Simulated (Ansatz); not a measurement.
Job for Ansatz (a first-principles code): R-B2PLYP/def2-TZVPP on H2P (SMILES [PH2+]), 2S+1 = 1, a spin state set in the input, which need not be the lowest. Charge +1.

Ansatz 0.2 input:
```yaml
crystal:
  periodic: [false, false, false]
  atoms:
    - {symbol: P, position_ang: [-0.00041167, 0.11677199, 0.00000000]}
    - {symbol: H, position_ang: [-1.02298995, -0.87940729, 0.00000000]}
    - {symbol: H, position_ang: [1.02916500, -0.87217260, 0.00000000]}
basis:
  gaussian:
    orbitals: def2-TZVPP
hamiltonian:
  xc: {name: B2PLYP}
total_charge: 1
magnetization: {spin_polarized: false}
correlation: {electrons: outside_noble_gas}
```

Program output:

```
WARN ansatz: RAYON_NUM_THREADS=2 ignored (pool sized by the plan → 2); use --threads N
Functional definition: B2PLYP
integrals: 0.02 GiB planned
392 factors; integrals over basis functions are off by at most 8.2e-4 eV
mean field: 0.13 GiB planned
mean field evaluation 1: about -9305.6851 eV, gradient 1.0e1 eV
mean field evaluation 2: about -9305.6779 eV, gradient 1.0e1 eV
mean field evaluation 4: about -9305.9017 eV, gradient 4.1e-1 eV
mean field evaluation 8: about -9305.9019 eV, gradient 3.4e-3 eV
mean field evaluation 16: about -9305.9019 eV, gradient 2.3e-6 eV
mean field -9305.90188234 eV, -341.9855864092 hartree, gradient 2.3e-6 eV, S^2 0.000000; 0 other end points of the search recorded, 0 dependent functions left out; unrestricted orbitals would lower it
5 core orbitals not correlated
reference -9305.90198883 eV, -341.9855903226 hartree; 3, 3 occupied and 62, 62 virtual orbitals, 392 factors
second order -4.12941042 eV of doubles, -0.00000000 eV of singles
Total energy: -9307.01692964 eV, -342.0265636418 hartree
```

The run converged.

Cost: about 0.8 core-seconds (a rough figure).
